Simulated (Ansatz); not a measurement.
Species: HBOCl, charge 0, doublet. HBOCl (SMILES [O]BCl, doublet).
B3LYP-D3(BJ)/def2-TZVP minimum from Ansatz (a first-principles code):
```xyz
4

B     -0.5604    -0.5410    -0.1875
H     -1.7075    -0.7935     0.0682
Cl     0.2549     0.8449     0.5331
O      0.0222    -1.3581    -1.0243
```
Charge 0, spin multiplicity 2.

Total energies in hartree (Ansatz). Open shells are spin-unrestricted; no spin-orbit coupling. Cores are frozen in correlated methods. No relativity. For partners of very few electrons the exact lower level stands in for a higher one.

| species | HF/cc-pV(T+d)Z | CCSD(T)/cc-pV(T+d)Z | HF/cc-pV(Q+d)Z | CCSD(T)/cc-pV(Q+d)Z | CCSD(T)/cc-pV(D+d)Z | CCSDT(Q)/cc-pV(D+d)Z |
|---|---|---|---|---|---|---|
| 1: HBOCl (SMILES [O]BCl, doublet) | -559.73004 | -560.25859 | -559.74097 | -560.31072 | -560.09052 | -560.09262 |
| 2: B (doublet) | -24.53207 | -24.59810 | -24.53297 | -24.60084 | -24.58941 | -24.58977 |
| 3: H (doublet) | -0.49981 | -0.49981 | -0.49995 | -0.49995 | -0.49928 | -0.49928 |
| 4: Cl (doublet) | -459.48556 | -459.67356 | -459.48916 | -459.69449 | -459.60403 | -459.60445 |
| 5: O (triplet) | -74.81176 | -74.97396 | -74.81729 | -74.99357 | -74.90995 | -74.91013 |

Work out the atomisation energy (electronic, to ground-state atoms) in kJ/mol: take Hartree-Fock from cc-pV(Q+d)Z, extrapolate the CCSD(T) correlation energy as X^-3 (X = 3, 4), and add CCSDT(Q) - CCSD(T) in cc-pV(D+d)Z. 1 hartree = 2625.5 kJ/mol.


Species 1: correlation (64·(-0.56975) - 27·(-0.52855))/37 = -0.59981; step -0.00210; E1 = -559.74097 + (-0.59981) + (-0.00210) = -560.34288
Species 2: correlation (64·(-0.06787) - 27·(-0.06603))/37 = -0.06921; step -0.00036; E2 = -24.53297 + (-0.06921) + (-0.00036) = -24.60254
Species 3: correlation (64·(0.00000) - 27·(0.00000))/37 = 0.00000; step +0.00000; E3 = -0.49995 + (0.00000) + (+0.00000) = -0.49995
Species 4: correlation (64·(-0.20533) - 27·(-0.18800))/37 = -0.21798; step -0.00042; E4 = -459.48916 + (-0.21798) + (-0.00042) = -459.70756
Species 5: correlation (64·(-0.17628) - 27·(-0.16220))/37 = -0.18655; step -0.00018; E5 = -74.81729 + (-0.18655) + (-0.00018) = -75.00402
-1·E1 +1·E2 +1·E3 +1·E4 +1·E5 = 0.52881 hartree = 1388.4 kJ/mol.
